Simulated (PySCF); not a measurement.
Computed shifts of a molecule C₆H₅Cl, PBE/pcSseg-1 in PySCF, GIAO, gas phase, equivalent atoms averaged, in ppm (number of nuclei): ¹³C: 147.3 (1), 134.5 (2), 134.2 (2), 130.5 (1). ¹H: 7.57 (2), 7.56 (2), 7.43 (1). References: ³⁵Cl against HCl (σ = 936.5 ppm); ¹³C against TMS (σ = 182.0 ppm); ¹H against TMS (σ = 31.49 ppm), references at their B3LYP-D3(BJ)/def2-TZVP geometries, non-relativistic (without spin–orbit terms, shifts of atoms bonded to Cl or Br come out too high). Geometry: PBE0-D3(BJ)/def2-SVP. The values are those of a single conformer.

### Question
Identify the compound among the candidates.
A) Clc1ccccc1
B) C#CC(Cl)=C=CC
C) C#C/C=C\C=C\Cl
D) C#CC(=C)/C=C/Cl

### Answer
A, Clc1ccccc1
